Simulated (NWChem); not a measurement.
System: hydrogen iodide (HI); SMILES I

Program: NWChem. def2 effective core potentials on I; no spin-orbit coupling. Each level has its own optimisation; frequencies are unscaled.

For level PBE0/def2-SVP (core potentials):

- highest harmonic frequency (cm⁻¹) = 2339

**Question.** How do the values read with level Hartree-Fock/3-21G (all-electron, non-relativistic) instead?

**Answer.** 
* **highest harmonic frequency (cm⁻¹)**: 2257
